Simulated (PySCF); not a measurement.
SiFCl, SMILES F[Si]Cl (connectivity only; charge and spin as stated), neutral, multiplicity 1. Geometry: PBE0-D3(BJ)/def2-TZVP.

Computed with PBE0-D3(BJ)/def2-TZVP in PySCF.

Harmonic wavenumbers (cm⁻¹): 262, 523, 858. Rotational constants (GHz): 23.28, 4.458, 3.741; symmetry number 1.

**Question.** Work out the zero-point energy and the ideal-gas rigid-rotor harmonic-oscillator thermochemistry at 298.15 K and 1 atm.

**Answer.** ZPE = ½ Σ hcν = ½ × 1643 cm⁻¹ = 2.35 kcal/mol. H − E(el) = 5.18 kcal/mol. Entropy in cal/(mol K): translation 39.15, rotation 24.23, vibration 2.42, total 65.79. G − E(el) = -14.43 kcal/mol. Cp = 11.45 cal/(mol K).
